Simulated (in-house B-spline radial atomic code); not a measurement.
Atomic self-consistent-field run: neutral arsenic. Method: non-relativistic Hartree-Fock, average of configuration, point nucleus, inside a hard spherical wall at 2.85 bohr. Calculated with a B-spline radial code for spherical atoms.

Command:
```bash
python run_scf.py task.json out
```
Settings:
```
Z                33
configuration    [Ar] 3d10 4s2 4p3
hamiltonian      nr
method           hf
spin_polarised   False
wall_radius      2.85
```

Output (hartree, bohr):
```
 radial grid: 41 intervals, B-splines of order 8, outer radius 2.85 bohr

 iter        energy (Eh)    residual
    1      -2231.4465310    4.67e-01
    2      -2232.0286870    4.97e-02
    3      -2232.0771634    1.68e-02
    4      -2232.0783573    7.22e-03
    5      -2232.0785558    8.59e-04
    6      -2232.0785597    2.43e-04
    7      -2232.0785608    4.68e-05
    8      -2232.0785608    3.42e-06
    9      -2232.0785608    3.43e-07
   10      -2232.0785608    3.99e-09

 total energy                    -2232.078561
 kinetic                           2241.80218
 electron-nucleus                 -5375.29111
 electron-electron                  901.41037

 orbital      occ     eigenvalue          <r>       <r^2>       <1/r>     <1/r^3>     <1/r^2>       r_max
 1s         2.000     -431.81729    0.0463649  0.00287967     32.5043           -     2123.33     0.03063
 2s         2.000      -55.59565     0.205985   0.0499749      7.1916           -     211.015      0.1732
 2p         6.000      -49.43116     0.178782   0.0390813     7.13368     1037.32     69.3693       0.138
 3s         2.000       -7.35973     0.606563     0.42335     2.33138           -     33.1635      0.5299
 3p         6.000       -5.20766      0.62288    0.455666     2.20066     140.304     10.5055      0.5263
 3d        10.000       -1.43680     0.678656     0.57739     1.89609     16.4534     4.76073      0.4822
 4s         2.000       -0.09028       1.5994     2.77955    0.790272           -     4.32929       1.573
 4p         3.000        0.41955      1.65927     2.98749    0.761828     18.6269     1.60729       1.684
```

Time taken, with all properties: 0.06 s on 1 thread of Arm Neoverse V2, on a shared host.
